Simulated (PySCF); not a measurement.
## Structure elucidation problem

An unknown has the formula C9H9N3. Its calculated NMR data are:

¹H NMR (600 MHz, computed): δ 8.33 (m, 1H), 8.11 (m, 1H), 7.72 (m, 1H), 7.62 (m, 1H), 7.62 (m, 1H), 7.54 (m, 1H), 2.86 (s, 3H).

¹³C{¹H} NMR (computed): δ 156.3 (CH), 147.6 (CH), 141.1 (C), 139.8 (C), 137.7 (CH), 133.8 (CH), 131.9 (CH), 127.1 (CH), 24.7 (CH3).

PySCF 2.14.0 with density-fitted response routines calculation with geometry from GFN2-xTB and PBE0/pcSseg-1 with gauge-including orbitals; non-relativistic Hamiltonian, no solvent, averaged over atoms made equivalent by symmetry, fast rotation or ring inversion, one conformer.

Scale: ¹H (σ = 31.72 ppm) and ¹³C (σ = 186.93 ppm) vs TMS (reference shieldings calculated alike).

Problem. Propose a structure and justify it.

Solution. 
The formula gives 7 degrees of unsaturation (2 rings in the answer). 9 carbon signals for 9 carbons: no two carbons are equivalent. Carbon types of the structure: 2 × C, 6 × CH, 1 × CH3, which accounts for all hydrogens. δC 156.3, 147.6: aromatic CH between two ring heteroatoms. δC 141.1: aromatic carbon bearing nitrogen; the electronegative substituent deshields the carbon that carries it. δC 139.8: substituted aromatic carbon. δC 137.7, 133.8, 131.9, 127.1: aromatic CH; the aromatic region. δH 8.33, 8.11: hydrogen on an aromatic CH between two ring heteroatoms; aromatic region. δH 7.72, 7.62, 7.62, 7.54: hydrogen on an aromatic CH; aromatic region. δH 2.86: hydrogen on a methyl carbon on an aromatic ring; benzylic-type position, deshielded by the ring.

Structure: SMILES Cc1ccccc1-n1cncn1.

The shifts were computed for this structure.

Shifts are as computed. Against solution values, carbons near 30 ppm lie about +3 ppm off and those near 130 ppm about +5 ppm. Of 1211 compounds with measured shifts, 218 miss one by over three times the rms of a fit or turn the order of signals round; such compounds aren't used in these exercises. No couplings were computed; multiplicities are counted from neighbouring protons, with m where these are inequivalent, close in shift, in a saturated or five-membered ring or joined by F or P, and br s for small geminal =CH2 splittings.
